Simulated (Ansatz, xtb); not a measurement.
Relative energy of two isomers of CH4ClGeNSi

Structure I: `N#C[SiH2][GeH2][Cl]`, a singlet. Structure II: `N#[C][GeH2][SiH2]Cl`, a singlet. Both are isolated molecules in the gas phase, relaxed with r2SCAN-D4/def2-SVP; each stands in its lowest conformer found.

Quicker runs give these differences E(II) − E(I): GFN2-xTB +6.5 kJ/mol; HF/STO-3G +3.8 kJ/mol (at GFN2-xTB geometries); r2SCAN-D4/def2-SVP//GFN2-xTB −0.7 kJ/mol.

Problem. Estimate E(II) − E(I) at the level CCSD(T)/def2-SVP + ΔMP2/def2-TZVPP.

Solution. Calculated at CCSD(T)/def2-SVP + ΔMP2/def2-TZVPP: E(II) − E(I) = −9.4 kJ/mol, so structure II lies lower.

How the difference moves with the method:

```json
{"level": "GFN2-xTB", "geometry": "GFN2-xTB", "E(II) − E(I) (kJ/mol)": "+6.5", "departure from the last row (kJ/mol)": "+15.9", "job, with rough time for the two": "optimisation, 0.21 s"}
{"level": "HF/STO-3G", "geometry": "GFN2-xTB", "E(II) − E(I) (kJ/mol)": "+3.8", "departure from the last row (kJ/mol)": "+13.2", "job, with rough time for the two": "single point, 0.64 s"}
{"level": "r2SCAN-D4/def2-SVP//GFN2-xTB", "geometry": "GFN2-xTB", "E(II) − E(I) (kJ/mol)": "−0.7", "departure from the last row (kJ/mol)": "+8.7", "job, with rough time for the two": "single point, 3.7 s"}
{"level": "r2SCAN-D4/def2-SVP", "geometry": "r2SCAN-D4/def2-SVP", "E(II) − E(I) (kJ/mol)": "−1.9", "departure from the last row (kJ/mol)": "+7.5", "job, with rough time for the two": "optimisation, 38 s"}
{"level": "HF/def2-SVP", "geometry": "r2SCAN-D4/def2-SVP", "E(II) − E(I) (kJ/mol)": "−0.8", "departure from the last row (kJ/mol)": "+8.6", "job, with rough time for the two": "part of the CCSD(T) run"}
{"level": "MP2/def2-SVP", "geometry": "r2SCAN-D4/def2-SVP", "E(II) − E(I) (kJ/mol)": "−5.5", "departure from the last row (kJ/mol)": "+3.9", "job, with rough time for the two": "part of the CCSD(T) run"}
{"level": "CCSD(T)/def2-SVP", "geometry": "r2SCAN-D4/def2-SVP", "E(II) − E(I) (kJ/mol)": "−4.3", "departure from the last row (kJ/mol)": "+5.1", "job, with rough time for the two": "single point"}
{"level": "CCSD(T)/def2-SVP + ΔMP2/def2-TZVPP", "geometry": "r2SCAN-D4/def2-SVP", "E(II) − E(I) (kJ/mol)": "−9.4", "departure from the last row (kJ/mol)": "", "job, with rough time for the two": "single point, 42 s"}
```

As drawn, II has 1 C–Ge, 1 Cl–Si in place of 1 C–Si, 1 Cl–Ge.

GFN2-xTB, HF/STO-3G put the two in the other order. r2SCAN-D4/def2-SVP//GFN2-xTB, r2SCAN-D4/def2-SVP, HF/def2-SVP find them nearly level. The largest departure from CCSD(T)/def2-SVP + ΔMP2/def2-TZVPP is that of GFN2-xTB, 15.9 kJ/mol. The last row adds to CCSD(T) the change of the MP2 difference between the two basis sets, here −5.1 kJ/mol.

With thermal terms from frequencies at re-optimised GFN2-xTB minima (ideal gas, soft modes damped towards free rotors, one conformer each, 298.15 K, 1 atm): the zero-point term adds +2.0 kJ/mol; ΔH is −7.6 and ΔG −7.2 kJ/mol.

The correlated steps freeze 21 core orbitals; the filled d shell of Ge is correlated, in a basis made for valence electrons. Run with Ansatz 0.2.0, xtb 6.7.1; the last row on 2 threads of Intel(R) Xeon(R) 6975P-C (Granite Rapids) on a shared host.
